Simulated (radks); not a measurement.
Species: Yb30+. Configuration: [Kr] 4d4.

All-electron calculation, non-relativistic Kohn-Sham, TPSS, spin-polarised, spherical densities, point nucleus; open shells are filled with parallel spins first (spin-orbit coupling, left out, can overturn this in heavy ions); meta-GGA in the generalised Kohn-Sham scheme; relativity is left out, which matters for an element this heavy. Program: a radial shooting solver on a logarithmic mesh with Libxc functionals.

Energy parts (hartree):
part                       energy
total                 -12933.3018
kinetic                12931.0947
electron-nucleus      -29022.9433
Hartree                 3394.2359
exchange-correlation    -235.6891

Orbitals (lengths in bohr, moments of r in powers of bohr; r(90%) holds 90 % of the orbital's charge):
1s down: occ. 1; eigenvalue (hartree) -2128.418; r(90%) 0.0385
1s up: occ. 1; eigenvalue (hartree) -2128.417; r(90%) 0.0385
2s up: occ. 1; eigenvalue (hartree) -379.8936; r(90%) 0.141
2s down: occ. 1; eigenvalue (hartree) -379.7489; r(90%) 0.141
2p up: occ. 3; eigenvalue (hartree) -364.8170; r(90%) 0.125
2p down: occ. 3; eigenvalue (hartree) -364.7094; r(90%) 0.125
3s up: occ. 1; eigenvalue (hartree) -116.1955; r(90%) 0.338
3s down: occ. 1; eigenvalue (hartree) -116.1472; r(90%) 0.338
3p up: occ. 3; eigenvalue (hartree) -109.4182; r(90%) 0.330
3p down: occ. 3; eigenvalue (hartree) -109.3552; r(90%) 0.330
3d up: occ. 5; eigenvalue (hartree) -96.95241; r(90%) 0.302
3d down: occ. 5; eigenvalue (hartree) -96.83042; r(90%) 0.301
4s up: occ. 1; eigenvalue (hartree) -50.34096; r(90%) 0.671
4s down: occ. 1; eigenvalue (hartree) -49.95722; r(90%) 0.673
4p up: occ. 3; eigenvalue (hartree) -47.44124; r(90%) 0.677
4p down: occ. 3; eigenvalue (hartree) -47.05684; r(90%) 0.679
4d up: occ. 4; eigenvalue (hartree) -42.29038; r(90%) 0.682
4d down: occ. 0; eigenvalue (hartree) -41.90524; r(90%) 0.684

The highest occupied level is 4d up at -1150.8 eV. The density falls to 0.001 e/bohr^3 at r = 1.23 bohr. The spin density at the nucleus is -3.757 e/bohr^3 (1s -0.038, 2s -5.827, 3s -2.407, 4s 4.515).
